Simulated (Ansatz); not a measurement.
Calculated with Ansatz (gas phase, PBE0-D4/def2-TZVP geometries, no zero-point term in ΔE). CCSD(T)/CBS adds triple-zeta CCSD(T) − MP2 to the extrapolated MP2 energy (def2 sets, frozen cores). This one scheme is used for every species. Functionals use def2-TZVPP. Each species was taken in one conformer, which may not be the lowest.

`OC[SiH2]P` + `C#CC1CC1` → `P[SiH2]C1CC1` + `C#CCO`  (formal exchange of groups at the Si–C bond)

```tsv
level	ΔE (kJ/mol)
r2SCAN-D4	-8.7
revPBE	-6.4
BHLYP	-11.0
CCSD/def2-SVP	-14.5
```

Q: What does CCSD(T)/CBS give? (Best estimate.)

A: Ansatz gave: -12.9 kJ/mol. The listed levels differ from it by 4.2, 6.5, 1.9, -1.6 kJ/mol.

Largest T1 diagnostic among the species: 0.013.

Leaving LDA and LC-ωPBE aside and taking each functional with its dispersion term where it has one, the values, not all of them listed here, spread over 6.5 kJ/mol, from PBE-QIDH to BLYP-D4. From PBE to PBE0 (25 % exact exchange), in def2-TZVPP and without D4, ΔE moves by −3.3 kJ/mol.

CCSD(T)/CBS has its own doubt, a few kJ/mol and more with outer-core shells, so smaller differences from it don't rank the levels.
